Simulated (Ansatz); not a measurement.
`C[NH][In]([Cl])[Cl]` → `[Cl][InH][Cl]` + `C=N` at 298.15 K and 1 bar (β-hydride elimination).

Gas-phase electronic energies from Ansatz, PBE0-D4/def2-TZVP geometries. CCSD(T)/CBS is the MP2 limit (def2-TZVPP, def2-QZVPP) plus CCSD(T) − MP2 in def2-TZVPP, frozen cores. This one scheme is used for every species. def2 core potentials past Kr. For In outer-core shells are correlated without core-valence functions, which leaves a few kJ/mol of doubt a bond. Each species was taken in one conformer, which may not be the lowest.

| species | CCSD(T)/CBS energy (Eh) | H − E (kJ/mol) | S (J/(mol·K)) |
| --- | --- | --- | --- |
| `C[NH][In]([Cl])[Cl]` | -1204.63611 | 170.5 | 397.6 |
| `[Cl][InH][Cl]` | -1110.06218 | 36.6 | 313.4 |
| `C=N` | -94.52360 | 115.3 | 227.0 |

H − E and S are ideal-gas, rigid-rotor, harmonic terms from PBE0-D4/def2-TZVP, for one conformer and one mirror image of each species. 1 Eh = 2625.50 kJ/mol, R = 8.31446 J/(mol·K).

**Question.** By hand: ΔE, ΔH, ΔS and ΔG.

**Answer.** ΔE = (-1110.06218) + (-94.52360) − (-1204.63611) = 0.05033 Eh = 132.1 kJ/mol. Δ(H − E) = 36.6 + 115.3 − 170.5 = -18.6, so ΔH = 113.5 kJ/mol. ΔS = 313.4 + 227.0 − 397.6 = 142.8 J/(mol·K). ΔG = 113.5 − 298.15 × (142.8)/1000 = 70.9 kJ/mol.

**Question.** By hand: the equilibrium constant, and the temperature at which ΔG would vanish if ΔH and ΔS stayed fixed.

**Answer.** log₁₀ K = −ΔG/(RT ln 10) = -12.4. ΔG = 0 at ΔH/ΔS = 795 K.

The number of gas molecules changes by +1, which sets the sign of ΔS. A doubt of 5 kJ/mol in ΔE shifts log₁₀ K by 0.9 here. Other conformers and mirror images would add mixing entropy, several J/(mol·K) or more a flexible species. These are equilibria of isolated gas molecules and say nothing of rates. Largest T1 diagnostic: 0.013 (customary marks: 0.02 for closed shells, 0.045 for open ones).
